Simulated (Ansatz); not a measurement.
`NC[SiH2][GeH3]` + CH₃NH₂ → `CN[SiH2]CN` + GeH₄  (cleavage of the Si–Ge bond)

Calculated with Ansatz (gas phase, PBE0-D4/def2-TZVP geometries, no zero-point term in ΔE). CCSD(T)/CBS is the MP2 limit (def2-TZVPP, def2-QZVPP) plus CCSD(T) − MP2 in def2-TZVPP, frozen cores. DFT in def2-TZVPP. For Ge outer-core shells are correlated without core-valence functions, which leaves a few kJ/mol of doubt a bond. Scalar relativity is left out up to krypton. One conformer a species, not always the lowest.

`NC[SiH2][GeH3]`:

Cartesian coordinates in Å:
```
N 1.122 -0.537 1.498
C 0.086 -1.259 0.771
Si -1.156 -0.057 0.010
Ge -0.058 1.462 -1.460
H 1.769 -1.174 1.944
H 1.663 0.052 0.878
H 0.453 -1.943 -0.011
H -0.474 -1.878 1.480
H -1.855 0.712 1.074
H -2.168 -0.821 -0.772
H 0.522 0.720 -2.679
H -1.018 2.546 -1.978
H 1.113 2.175 -0.756
```

CH₃NH₂:

Z-matrix (Å, degrees):
```
C
N 1 1.453
H 1 1.092 2 109.4
H 1 1.100 2 115.4 3 -121.6
H 1 1.092 2 109.4 3 116.8
H 2 1.012 1 110.6 3 62.6
H 2 1.012 1 110.6 3 -179.3
```

`CN[SiH2]CN`:

Z-matrix (Å, degrees):
```
C
N 1 1.448
H 1 1.092 2 109.6
H 1 1.097 2 113.0 3 119.8
H 1 1.095 2 111.5 3 -118.4
Si 2 1.720 1 124.2 3 -24.6
H 2 1.006 1 113.8 3 178.5
C 6 1.883 2 111.4 1 86.2
H 6 1.492 2 110.4 1 -33.7
H 6 1.491 2 107.3 1 -153.5
N 8 1.462 6 108.0 2 -43.5
H 8 1.096 6 107.6 2 -161.2
H 8 1.101 6 110.7 2 82.6
H 11 1.012 8 111.5 6 -177.8
H 11 1.013 8 109.7 6 63.7
```

GeH₄:

```xyz
5

Ge    0.000    0.000    0.000
H     1.375   -0.407   -0.545
H     0.178    0.763    1.319
H    -0.844   -1.257    0.247
H    -0.709    0.900   -1.020
```

```json
{"level": "PBE-D4", "ΔE (kJ/mol)": "-20.2", "difference from CCSD(T)/CBS": "11.8"}
{"level": "PBE0-D4", "ΔE (kJ/mol)": "-24.2", "difference from CCSD(T)/CBS": "7.8"}
{"level": "ωB97X-V", "ΔE (kJ/mol)": "-35.6", "difference from CCSD(T)/CBS": "-3.6"}
{"level": "B2PLYP", "ΔE (kJ/mol)": "-35.5", "difference from CCSD(T)/CBS": "-3.5"}
{"level": "PBE", "ΔE (kJ/mol)": "-18.1", "difference from CCSD(T)/CBS": "13.9"}
{"level": "PBE0", "ΔE (kJ/mol)": "-22.6", "difference from CCSD(T)/CBS": "9.4"}
{"level": "HF/def2-TZVPP", "ΔE (kJ/mol)": "-45.2", "difference from CCSD(T)/CBS": "-13.2"}
{"level": "CCSD/def2-TZVPP", "ΔE (kJ/mol)": "-34.8", "difference from CCSD(T)/CBS": "-2.8"}
{"level": "HF/def2-QZVPP", "ΔE (kJ/mol)": "-46.7", "difference from CCSD(T)/CBS": "-14.7"}
{"level": "MP2/def2-QZVPP", "ΔE (kJ/mol)": "-37.9", "difference from CCSD(T)/CBS": "-5.9"}
{"level": "CCSD(T)/CBS", "ΔE (kJ/mol)": "-32.0", "difference from CCSD(T)/CBS": "0"}
```

Largest T1 diagnostic among the species: 0.012.

From PBE to PBE0 (25 % exact exchange), in def2-TZVPP and without D4, ΔE moves by −4.5 kJ/mol. In def2-TZVPP, CCSD(T) changes the Hartree–Fock value by +11.5 kJ/mol (the triples alone add +1.1 kJ/mol) and MP2 by +6.9 kJ/mol.
